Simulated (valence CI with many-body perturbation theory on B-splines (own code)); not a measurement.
E1 line list for Ba XLIII

Level of theory: valence CI with perturbative core correlation (CI+MBPT): four valence electrons over a frozen Dirac-Fock core [Ne], a basis of 11 s, 11 p, 10 d, 8 f, 5 g, 2 h functions for each j, with the one-electron correlation potential Σ1 (screened to all orders), the two-electron term Σ2, the three-electron term Σ3, Breit, model QED; selected single and double excitations, second order for the rest, scaled by the run's own slope (own B-spline code, finite nucleus).

The last digits are not significant, and no measured levels were compared; by estimate large intervals hold to a few tenths of a per cent, small ones and those within an open d or f shell to about a per cent. Among the levels kept, up to 550 cm⁻¹ of a level comes from second order outside the variational space, and about a tenth of that is noise between levels of different J, which matters for small intervals.

Lines 51 to 100 of 540 in falling wavelength, among levels below 731.46 eV, chosen from the strongest by gf and those to the six lowest levels. Wavelengths and rates use the calculated energies. Electric multipoles are in the length gauge, E1 and E2 with the static RPA response of the core. Weak lines are less certain than strong ones. Lines between different terms over intervals too small for the method are left out, as are lines whose strength nearly cancels. Where a level lies close to another of its J and parity, the split of strength between their lines is uncertain. The highest levels of a list are the least certain.

Levels are named by their leading jj configuration (3d3/2^4 stands for four electrons in 3d with j = 3/2), which in mixed levels can hold well under half, so a name can repeat and another be missing. Letters in brackets count levels of one name in rising energy.

```csv
λ vac (nm),Upper,Lower,A (s⁻¹),S (a.u.) with core polarisation,S without
10.11,(3p1/2^2 3p3/2 3d3/2) J=3,(3s 3p1/2 3p3/2 3d3/2) J=3 [b],7.52e+09,2.68e-02,2.73e-02
10.10,(3p1/2 3p3/2^2 3d5/2) J=3 [a],(3s^2 3d5/2^2) J=4,9.22e+09,3.28e-02,3.35e-02
10.01,(3s 3p1/2 3p3/2^2) J=1 [a],(3s^2 3p3/2^2) J=2,4.71e+09,7.00e-03,7.14e-03
9.868,(3s 3p1/2 3p3/2 3d3/2) J=2 [a],(3s 3p1/2 3p3/2^2) J=3,1.32e+10,3.12e-02,3.18e-02
9.809,(3p1/2 3p3/2^3) J=1,(3s 3p3/2^3) J=2,1.77e+10,2.47e-02,2.52e-02
9.763,(3p1/2 3p3/2^2 3d3/2) J=3 [b],(3s 3p3/2^2 3d3/2) J=4,1.31e+10,4.22e-02,4.30e-02
9.758,(3s 3p1/2 3p3/2^2) J=2 [b],(3s^2 3p3/2^2) J=2,1.05e+10,2.41e-02,2.46e-02
9.699,(3p1/2^2 3d3/2^2) J=2,(3s 3p1/2 3d3/2^2) J=3,3.10e+10,6.97e-02,7.11e-02
9.654,(3p1/2^2 3p3/2 3d5/2) J=3,(3s 3p1/2 3p3/2 3d5/2) J=4 [b],1.95e+10,6.05e-02,6.17e-02
9.630,(3s 3p1/2^2 3p3/2) J=1,(3s^2 3p1/2 3p3/2) J=1,4.55e+09,6.01e-03,6.13e-03
9.577,(3p1/2^2 3p3/2 3d5/2) J=2,(3s 3p1/2 3p3/2 3d5/2) J=3 [a],2.65e+10,5.74e-02,5.86e-02
9.573,(3s 3p1/2 3p3/2 3d5/2) J=3 [c],(3s^2 3p3/2 3d5/2) J=4,1.14e+10,3.46e-02,3.53e-02
9.535,(3s 3p1/2 3p3/2 3d5/2) J=4 [c],(3s^2 3p3/2 3d5/2) J=4,7.53e+09,2.90e-02,2.96e-02
9.460,(3s 3p1/2 3p3/2 3d3/2) J=2 [e],(3s^2 3p3/2 3d3/2) J=3,1.31e+10,2.74e-02,2.79e-02
9.302,(3p1/2 3p3/2^2 3d5/2) J=3 [a],(3s 3p3/2^2 3d3/2) J=4,9.94e+09,2.76e-02,2.82e-02
9.287,(3p1/2 3p3/2^2 3d5/2) J=4 [a],(3s 3p3/2^2 3d5/2) J=5,1.96e+10,6.98e-02,7.12e-02
9.239,(3s 3p1/2 3p3/2^2) J=1 [b],(3s^2 3p3/2^2) J=2,8.44e+09,9.85e-03,1.01e-02
9.215,(3p1/2^2 3p3/2 3d5/2) J=4,(3s 3p1/2 3p3/2 3d5/2) J=5,4.12e+10,1.43e-01,1.46e-01
9.168,(3p1/2^2 3p3/2 3d3/2) J=3,(3s 3p1/2 3p3/2 3d3/2) J=4,4.34e+10,1.16e-01,1.18e-01
9.144,(3p1/2 3p3/2^2 3d3/2) J=2 [c],(3s 3p3/2^2 3d3/2) J=3 [a],1.40e+10,2.64e-02,2.69e-02
9.130,(3p1/2^2 3p3/2 3d3/2) J=2,(3s 3p1/2 3p3/2 3d3/2) J=3 [a],2.86e+10,5.37e-02,5.47e-02
9.105,(3p1/2 3p3/2^2 3d5/2) J=5,(3s 3p3/2^2 3d5/2) J=5,2.13e+10,8.71e-02,8.89e-02
9.050,(3p1/2^2 3d3/2^2) J=2,(3s 3p1/2 3d3/2^2) J=2 [a],2.22e+10,4.06e-02,4.14e-02
9.038,(3s 3p1/2 3p3/2 3d3/2) J=2 [b],(3s 3p1/2 3p3/2^2) J=3,1.97e+10,3.59e-02,3.66e-02
8.482,(3p1/2^2 3p3/2 3d3/2) J=1,(3s 3p1/2 3p3/2 3d3/2) J=2 [b],4.04e+10,3.65e-02,3.72e-02
8.409,(3s^2 3p1/2 3d3/2) J=2,(3s^2 3p1/2 3p3/2) J=2,2.09e+09,3.06e-03,3.12e-03
8.325,(3p1/2^2 3p3/2 3d5/2) J=4,(3s 3p1/2 3p3/2 3d5/2) J=4 [a],2.37e+10,6.07e-02,6.18e-02
8.043,(3s^2 3p1/2 3d3/2) J=2,(3s^2 3p1/2 3p3/2) J=1,1.08e+08,1.39e-04,1.41e-04
8.020,(3s 3p1/2 3d3/2 3d5/2) J=4 [b],(3s 3p1/2 3p3/2 3d5/2) J=4 [b],1.48e+10,3.38e-02,3.44e-02
7.957,(3s^2 3p3/2 3d3/2) J=1,(3s^2 3p3/2^2) J=0,1.28e+08,9.58e-05,9.86e-05
7.935,(3s 3p1/2 3d5/2^2) J=3 [a],(3s 3p1/2 3p3/2 3d5/2) J=2 [d],2.47e+10,4.26e-02,4.33e-02
7.924,(3s 3p1/2^2 3d3/2) J=1,(3s 3p1/2^2 3p3/2) J=2,2.40e+09,1.77e-03,1.80e-03
7.772,(3s 3p3/2^2 3d5/2) J=4 [a],(3s^2 3p3/2 3d5/2) J=3,1.38e+10,2.87e-02,2.92e-02
7.715,(3s 3p1/2^2 3d3/2) J=2,(3s 3p1/2^2 3p3/2) J=2,7.40e+09,8.39e-03,8.54e-03
7.608,(3s 3p1/2 3d5/2^2) J=4 [c],(3s 3p1/2 3p3/2 3d5/2) J=3 [d],2.28e+10,4.46e-02,4.53e-02
7.382,(3s 3p1/2 3d3/2 3d5/2) J=3 [d],(3s 3p1/2 3p3/2 3d3/2) J=2 [e],2.04e+10,2.84e-02,2.89e-02
7.357,(3s 3p1/2 3d5/2^2) J=5,(3s 3p1/2 3p3/2 3d5/2) J=4 [c],1.47e+10,3.17e-02,3.22e-02
7.302,(3s^2 3p3/2 3d3/2) J=2,(3s^2 3p3/2^2) J=2,5.46e+08,5.25e-04,5.38e-04
7.298,(3s^2 3p3/2 3d3/2) J=3,(3s^2 3p3/2^2) J=2,3.50e+09,4.69e-03,4.78e-03
7.289,(3s^2 3d5/2^2) J=2,(3s^2 3p3/2 3d5/2) J=1,1.93e+10,1.84e-02,1.87e-02
7.285,(3s 3p1/2 3d3/2 3d5/2) J=4 [b],(3s 3p1/2 3p3/2 3d3/2) J=3 [c],1.76e+10,3.02e-02,3.07e-02
7.279,(3s 3p1/2 3d3/2 3d5/2) J=5,(3s 3p1/2 3p3/2 3d5/2) J=5,1.37e+10,2.88e-02,2.93e-02
7.202,(3p1/2 3p3/2^2 3d3/2) J=4,(3s 3p1/2 3p3/2 3d5/2) J=3 [d],1.61e+10,2.67e-02,2.72e-02
7.173,(3s^2 3p1/2 3d5/2) J=2,(3s^2 3p1/2 3p3/2) J=2,2.03e+09,1.85e-03,1.88e-03
7.165,(3s 3p1/2 3d5/2^2) J=4 [b],(3s 3p1/2 3p3/2 3d5/2) J=3 [b],3.62e+10,5.92e-02,6.02e-02
7.144,(3s 3p1/2 3d5/2^2) J=1 [a],(3s 3p1/2 3p3/2 3d5/2) J=1 [c],3.23e+10,1.74e-02,1.78e-02
7.120,(3s 3p1/2^2 3d5/2) J=2,(3s 3p1/2^2 3p3/2) J=1,2.35e+10,2.09e-02,2.12e-02
7.109,(3s^2 3p3/2 3d5/2) J=2,(3s^2 3p3/2^2) J=2,1.10e+10,9.79e-03,9.94e-03
7.056,(3s^2 3p1/2 3d3/2) J=1,(3s^2 3p1/2 3p3/2) J=2,3.01e+09,1.57e-03,1.60e-03
7.050,(3s 3p1/2 3p3/2 3d5/2) J=3 [a],(3s 3p1/2 3p3/2^2) J=3,1.52e+10,1.84e-02,1.88e-02
```
